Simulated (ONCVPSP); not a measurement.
# Ti (Z = 22), ONCV: configuration errors across variants

Ti, optimised norm-conserving Vanderbilt (ONCV), made with ONCVPSP 4.0.1 (PBE, scalar-relativistic). Core [Ne] 3s2, reference 3p6 3d2 4s1.5 4p0.5. Waves: 4s: rc 2.50 bohr, ncon 4, nbas 8, qcut 2.4 1/bohr, 1 projector; 3p+4p: rc 2.20 bohr, ncon 4, nbas 8, qcut 5.5 1/bohr, 2 projectors; 3d: rc 1.55 bohr, ncon 4, nbas 9, qcut 9.9 1/bohr, local; f scattering state at 0.23 Ha: rc 1.95 bohr, ncon 3, nbas 6, qcut 5.5 1/bohr, 3 projectors, debl 3.4 Ha. Local part: the d channel. Core correction: none.

All-electron excitation energies from the reference (eV): (1) 3p6 3d2 4s2 4p0 -1.519; (2) 3p6 3d2 4s1 4p0 5.828; (3) 3p6 3d2 4s0 4p0 19.400; (4) 3p6 3d2 4s1.5 4p0 1.418.

2 further variants failed, have other tests or too few solved ones, and are left out.

A true bound ghost makes a file unfit for plane-wave use even where its test errors are small: the radial tests pick states by their node count and pass the ghost by.

Errors AE − PS in meV (a dash: test not solved or not reliable):

```json
{"change": "base", "(1)": "-0.6", "(2)": "+1.1", "(3)": "+3.2", "(4)": "+0.3", "bound ghosts": "s", "GHOST(+) flags above zero": "none"}
{"change": "s: rc 2.44", "(1)": "-0.6", "(2)": "+1.1", "(3)": "+3.2", "(4)": "+0.3", "bound ghosts": "s", "GHOST(+) flags above zero": "none"}
{"change": "s: rc 2.62", "(1)": "-0.6", "(2)": "+1.1", "(3)": "+3.3", "(4)": "+0.3", "bound ghosts": "s", "GHOST(+) flags above zero": "none"}
{"change": "s: rc 2.98", "(1)": "-0.7", "(2)": "+1.3", "(3)": "+0.8", "(4)": "+0.2", "bound ghosts": "s", "GHOST(+) flags above zero": "none"}
{"change": "s: rc 3.54", "(1)": "-1.4", "(2)": "+1.2", "(3)": "-21", "(4)": "+0.2", "bound ghosts": "s", "GHOST(+) flags above zero": "none"}
```

(1) Give the same row for: s: rc 3.26.

## Answers

(1) -1.0, +1.3, -7.0, +0.2; bound ghosts: s; GHOST(+) flags above zero: none.
